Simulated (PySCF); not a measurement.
# Excitation energy of Zr by level of theory

Zr [Kr] 4d2 5s2 (3F) → Zr [Kr] 4d3 5s1 (5F), as a difference of total energies. All numbers are calculated (PySCF 2.14, scalar relativity through the core potential, in def2-TZVPPD with the def2 core potential (28 electrons) (6s4p3d2f1g, 56 functions)). Correlated levels: valence and next inner shell: nothing frozen outside the core potential. The calculations carry no spin-orbit coupling.

Task: Order these methods by the excitation energy they give, lowest first.
A. CCSD(T) (valence and next inner shell)
B. MP2 (valence and next inner shell)
C. UHF
D. CCSD (valence and next inner shell)

Result: C (0.005 eV), B (0.477 eV), D (0.569 eV), A (0.665 eV).

Errors of the correlated levels include the incompleteness of this basis.

For comparison: 0.588 eV (measured; NIST levels, between the centres of gravity of the two terms).
